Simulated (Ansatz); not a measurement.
F2H2SeSi2, SMILES `F[Si@@H]1[Se][Si@@H]1F` at its PBE0-D4/def2-TZVP geometry, where that method's forces vanish. The species carries charge 0 and has multiplicity 1.

```xyz
7

F     2.0934   -0.5948   -0.9177
Si    1.0952    0.2733   -0.0276
Se    0.0481   -0.8259    1.6739
Si   -1.1196   -0.0658   -0.1313
F    -1.7274   -1.1797   -1.0967
H     1.8204    1.5050    0.3440
H    -2.2101    0.8879    0.1553
```

(1) What forces (eV/Å) does PBE-D4/def2-TZVPP give on these atoms in Ansatz? (An estimate is asked.)

Results:

(1) The calculation gave: 
```
F1   0.435 -0.368 -0.378
Si2 -0.277  0.350  0.123
Se3  0.012 -0.202  0.412
Si4  0.148  0.416  0.143
F5  -0.269 -0.476 -0.411
H6   0.098  0.158  0.062
H7  -0.146  0.121  0.050
```
